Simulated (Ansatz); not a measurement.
C₄H₁₂ClN₂Y (`C[N](C)[Y]([Cl])[N](C)C`), relaxed with RKS PBE0-D4/def2-TZVP in the Gaussian-basis code of Ansatz from a GFN2-xTB geometry. The force threshold is 0.005 eV/Å; the program also tests the step.

The species carries charge 0 and has multiplicity 1. Y takes the def2 core potential.

Start:

```xyz
20

C    -1.684   -0.775    1.619
N    -0.759    0.349    1.621
C    -1.308    1.406    0.778
Y     1.317    0.128    1.302
Cl    2.151    2.406    1.239
N     1.609   -0.611   -0.657
C     0.746   -1.666   -1.167
C     1.640    0.476   -1.630
H    -2.669   -0.434    1.966
H    -1.339   -1.560    2.295
H    -1.825   -1.206    0.612
H    -1.449    1.074   -0.271
H    -2.296    1.700    1.159
H    -0.661    2.291    0.793
H     0.741   -2.524   -0.491
H     1.123   -2.003   -2.143
H    -0.295   -1.323   -1.323
H     0.649    0.962   -1.751
H     1.931    0.077   -2.611
H     2.374    1.234   -1.339
```

Q: How much energy does the relaxation release, and in how many steps? (Estimate.)

A: The calculation gave: 81.91 kJ/mol, in 27 steps, 1 of them rejected.

Q: Which bonds change most? (An estimate is asked.)

A: The calculation gave: Y4–Cl5 from 2.426 to 2.502 Å; N6–C7 from 1.456 to 1.439 Å.

Q: Give the relaxed structure. (An estimate is asked.)

A: The calculation gave: 
```xyz
20

C    -1.988   -0.681    1.300
N    -1.250    0.552    1.230
C    -1.813    1.554    2.104
Y     0.464    1.066    0.078
Cl    1.466    3.352    0.250
N     1.319   -0.388   -1.219
C     0.928   -1.747   -1.482
C     2.484   -0.016   -1.988
H    -1.993   -1.105    2.316
H    -1.557   -1.438    0.636
H    -3.041   -0.551    1.004
H    -2.857    1.792    1.846
H    -1.808    1.237    3.159
H    -1.246    2.493    2.048
H     0.045   -2.025   -0.898
H     1.725   -2.465   -1.229
H     0.680   -1.910   -2.543
H     2.309   -0.094   -3.072
H     3.355   -0.650   -1.757
H     2.779    1.022   -1.783
```
